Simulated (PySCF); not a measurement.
Gas-phase reaction: 2 ZrCl4.H2O + 4 OH ⇌ 2 ZrCl2(OH)2 + 4 HCl + O2

Energies from PySCF (xtb for GFN2), thermal terms from the rigid-rotor harmonic-oscillator model, ideal gas at 1 bar. † marks an energy on the PBE0/def2-TZVP geometry and frequencies; other levels use their own. MP2 and CCSD(T) freeze the core. Open shells (unrestricted): OH (multiplicity 2), O2 (multiplicity 3); the rest are closed-shell singlets. GFN2 has no spin-polarisation term. Spin-orbit splitting is ignored; it lowers the true energy and changes the entropy of OH. Zr: scalar-relativistic def2 core potential, no spin-orbit coupling. Adducts (ZrCl4.H2O) have no counterpoise correction, and HF, PBE, BLYP, B3LYP and PBE0 lack dispersion. ZrCl4.H2O, ZrCl2(OH)2: computed as isolated molecules; such fragments, hydroxides, amides, oligomers or adducts are transient or little studied in the gas. MP2 isn't extrapolated to the basis-set limit. CCSD(T) isn't extrapolated to the basis-set limit.

```json
[
 {"level": "BLYP/def2-TZVP†", "ΔH°(298 K), kJ": "…"},
 {"level": "CCSD(T)/def2-SVP†", "ΔH°(298 K), kJ": "…"},
 {"level": "GFN2-xTB", "ΔH°(298 K), kJ": "-366"},
 {"level": "M06-2X/def2-TZVP†", "ΔH°(298 K), kJ": "-429"},
 {"level": "MP2/def2-SVP†", "ΔH°(298 K), kJ": "…"},
 {"level": "MP2/def2-TZVPP†", "ΔH°(298 K), kJ": "-484"},
 {"level": "PBE/def2-SVP", "ΔH°(298 K), kJ": "-553"},
 {"level": "PBE0/def2-QZVP†", "ΔH°(298 K), kJ": "-452"},
 {"level": "PBE0/def2-SVP†", "ΔH°(298 K), kJ": "…"},
 {"level": "PBE0/def2-TZVP", "ΔH°(298 K), kJ": "-456"}
]
```

Task: Some entries are withheld; supply them.

Result: 
- BLYP/def2-TZVP†, ΔH°(298 K), kJ: -542
- CCSD(T)/def2-SVP†, ΔH°(298 K), kJ: -431
- MP2/def2-SVP†, ΔH°(298 K), kJ: -493
- PBE0/def2-SVP†, ΔH°(298 K), kJ: -457
